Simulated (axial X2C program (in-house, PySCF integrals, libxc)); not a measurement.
Nuclear properties of GaSe

Calculated with an in-house all-electron X2C program for linear molecules (integrals from PySCF): two-component X2C with atomic mean-field Coulomb and Gaunt terms, Gaussian nuclei, basis Se dyall-cv3z, Ga dyall-cv3z with contracted cores.

R = 2.205 Å (near the PBE0 minimum at charge 0 of the determinant lowest at the starting distance; the state shown can have its own minimum elsewhere).

Determinant lowest in the PBE0 search, Ω = 1/2 (⟨Sz⟩ = 0.48, ⟨Lz⟩ = 0.02 at PBE0), spin on the atoms Se 0.23, Ga 0.25:

| level | Eeff magnitude (GV/cm) | Ws magnitude Se (kHz) | Ws magnitude Ga (kHz) | A∥/gI Se (MHz) | qzz Se (a.u.) | A∥/gI Ga (MHz) | qzz Ga (a.u.) | μ (D) |
| --- | --- | --- | --- | --- | --- | --- | --- | --- |
| PBE0 | 2.72 | 0.102 | 2.44 | 128 | 4.85 | 1150 | -1.49 | 3.03 |
| HF | 3.73 | 0.239 | 3.44 | -117 | 4.74 | 584 | -2.04 | 3.58 |
| PBE50 | 3.04 | 0.116 | 2.72 | 52.2 | 4.94 | 1040 | -1.72 | 3.34 |
| B3LYP | 2.56 | 0.129 | 2.32 | 169 | 4.90 | 1130 | -1.39 | 2.87 |
| BHandHLYP | 2.91 | 0.177 | 2.67 | 64.9 | 4.91 | 933 | -1.66 | 3.16 |

Determinant 0.43 eV from it at PBE0 and this distance, Ω = 3/2 (⟨Sz⟩ = 0.50, ⟨Lz⟩ = 1.00 at PBE0), spin on the atoms Se 0.48, Ga 0.02:

```json
{"level": "PBE0", "Eeff magnitude (GV/cm)": "0.168", "Ws magnitude Se (kHz)": "0.0397", "A∥/gI Se (MHz)": "386", "qzz Se (a.u.)": "-3.23", "A∥/gI Ga (MHz)": "30.6", "qzz Ga (a.u.)": "-3.27", "μ (D)": "0.49"}
{"level": "HF", "Eeff magnitude (GV/cm)": "0.32", "Ws magnitude Se (kHz)": "0.0759", "A∥/gI Se (MHz)": "381", "qzz Se (a.u.)": "-3.20", "A∥/gI Ga (MHz)": "24.8", "qzz Ga (a.u.)": "-3.49", "μ (D)": "0.45"}
{"level": "PBE50", "Eeff magnitude (GV/cm)": "0.205", "Ws magnitude Se (kHz)": "0.0487", "A∥/gI Se (MHz)": "390", "qzz Se (a.u.)": "-3.16", "A∥/gI Ga (MHz)": "27.5", "qzz Ga (a.u.)": "-3.38", "μ (D)": "0.51"}
{"level": "B3LYP", "Eeff magnitude (GV/cm)": "0.137", "Ws magnitude Se (kHz)": "0.0311", "A∥/gI Se (MHz)": "404", "qzz Se (a.u.)": "-3.35", "A∥/gI Ga (MHz)": "32.6", "qzz Ga (a.u.)": "-3.25", "μ (D)": "0.57"}
{"level": "BHandHLYP", "Eeff magnitude (GV/cm)": "0.181", "Ws magnitude Se (kHz)": "0.0412", "A∥/gI Se (MHz)": "401", "qzz Se (a.u.)": "-3.27", "A∥/gI Ga (MHz)": "28.9", "qzz Ga (a.u.)": "-3.36", "μ (D)": "0.61"}
```

Eeff is the effective electric field on the electron electric dipole moment in this Ω state and Ws the scalar–pseudoscalar constant of the nucleus named (defined with the proton number Z and per Ω); A∥ (defined per Ω) follows by multiplying with gI = μI/(I μN); qzz is the electric field gradient, eQq0 = 234.96 MHz × Q/barn × qzz; μ is positive if the Ga end (last atom) is positive. The operators were transformed with the bare-nucleus X2C matrices; with these basis sets, hyperfine constants and field gradients can be off by tens of per cent, and where levels differ in sign neither size nor sign is settled.

Task: With gI(69Ga) = 1.3444, Q(69Ga) = 0.171 barn (g factors from the IAEA table of nuclear moments by Stone; Q from Pyykkö, Mol. Phys. 2018), turn the PBE0 values of the first state into constants in MHz.

Result: A∥(69Ga) = 1150 × 1.3444 = 1550 MHz; eQq0(69Ga) = 234.96 × (0.171) × (-1.49) = -59.9 MHz.

Each state is one determinant with collinear spin. Unrestricted Hartree–Fock can overshoot spin polarisation at the nuclei. Where Eeff spreads by more than a factor of two the levels disagree and none is to be relied on. States lie within half an eV, so the first need not be the ground state. Where a field gradient or hyperfine factor spreads by more than a factor of two over the levels, a constant derived from it is not to be relied on. PBE0 term energies can be off by some tenths of an eV.
